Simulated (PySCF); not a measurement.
Gas-phase reaction: 3 In(CH3)3 = 3 InCH3 + 4 H2 + 2 C3H5 (allyl)

Computed with PySCF and rigid-rotor harmonic-oscillator thermochemistry at 1 bar. † marks an energy on the PBE0/def2-TZVP geometry and frequencies. MP2 and CCSD(T) freeze the core. Open shells (unrestricted): C3H5 (allyl) (multiplicity 2); the rest are closed-shell singlets. In: scalar-relativistic def2 core potential, no spin-orbit coupling. InCH3: computed as isolated molecules; such fragments, hydroxides, amides, oligomers or adducts are transient or little studied in the gas. MP2 isn't extrapolated to the basis-set limit. CCSD(T) isn't extrapolated to the basis-set limit. Warning, spin contamination: C3H5 (allyl) (CCSD(T)/def2-SVP†, HF/def2-TZVP†, MP2/def2-TZVPP†).

| level | ΔH°(298 K), kJ |
|---|---|
| BLYP/def2-TZVP† | 380 |
| CCSD(T)/def2-SVP† | … |
| HF/def2-TZVP† | 356 |
| M06-2X/def2-TZVP† | … |
| MP2/def2-TZVPP† | 693 |
| PBE0/def2-SVP† | … |
| r2SCAN/def2-TZVP† | 553 |

Problem. Some entries are withheld; supply them.

Solution. 
- CCSD(T)/def2-SVP†, ΔH°(298 K), kJ: 537
- M06-2X/def2-TZVP†, ΔH°(298 K), kJ: 591
- PBE0/def2-SVP†, ΔH°(298 K), kJ: 577
